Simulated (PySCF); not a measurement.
C3H5NOSi, SMILES O[Si@H]1C=CN=C1. Atoms are numbered in the order given.

```xyz
11

O     -2.1075     0.1157     0.6645
Si    -0.7689     0.3334    -0.3020
C      0.7435     1.1148     0.4621
C      1.7419     0.2258     0.3186
N      1.5043    -1.0580    -0.3053
C      0.2864    -1.2159    -0.6747
H     -1.9590    -0.2436     1.5453
H     -1.2808     0.9929    -1.5284
H      0.9092     2.0910     0.9224
H      2.7764     0.3861     0.6425
H      0.0188    -2.1624    -1.1672
```
Charge 0, spin multiplicity 1.

Coordinates come from a ωB97X-D3(BJ)/def2-SVP optimisation. The structure was generated by enumeration; whether it is a known compound was not checked. One conformer was computed; it need not be the lowest.

Method: HF/def2-TZVP in PySCF.

ESP charges are fitted to the potential on shells at 1.4 to 2.0 van der Waals radii. Atomic charges (e):

```csv
atom,Mulliken,meta-Löwdin,ESP fit
O1,-0.66,-0.80,-0.80
Si2,0.80,1.12,1.03
C3,-0.41,-0.47,-0.71
C4,0.03,0.05,0.27
N5,-0.30,-0.28,-0.45
C6,-0.16,-0.19,-0.10
H7,0.35,0.36,0.47
H8,-0.04,-0.14,-0.16
H9,0.14,0.12,0.23
H10,0.13,0.12,0.10
H11,0.13,0.11,0.13
```

Computed Mayer and Wiberg (Löwdin basis) orders of the bonds:
| bond | Mayer | Wiberg |
|---|---|---|
| O1–Si2 | 1.08 | 1.60 |
| Si2–C3 | 0.93 | 1.06 |
| C3–C4 | 1.88 | 2.05 |
| C4–N5 | 1.00 | 1.32 |
| Si2–C6 | 0.89 | 0.99 |
| N5–C6 | 1.88 | 2.26 |
| O1–H7 | 0.86 | 1.02 |
| Si2–H8 | 0.99 | 0.91 |
| C3–H9 | 0.96 | 0.87 |
| C4–H10 | 0.98 | 0.86 |
| C6–H11 | 0.96 | 0.89 |
